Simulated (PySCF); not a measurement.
Ga(Cl)3(NH3) (Cl3GaH3N), SMILES [NH3]->[Ga]([Cl])([Cl])[Cl] (connectivity only; charge and spin as stated), neutral, multiplicity 1.

The structure is a stationary point at PBE0-D3(BJ)/def2-SVP. The isomer is the one that the SMILES or the coordinates give; other isomers of the formula were not compared. Other conformers were not sampled.

These are r2SCAN/def2-TZVP in PySCF values and carry that method's errors.

Gas-phase values at a fixed geometry.

Computed frontier levels, gap, dipole moment and polarisability:
The highest occupied level is -7.55 eV, the lowest empty level comes out as -1.19 eV and the orbital gap is 6.36 eV. The dipole moment comes out as 6.20 D, the quadrupole, principal values (traceless, Buckingham form, about the centre of nuclear charge) is -9.75, -9.75, 19.50 D·Å and the mean static polarisability comes out as 71.0 bohr³ (10.52 Å³). The polarisability, principal values comes out as 62.2, 75.3, 75.3 bohr³.
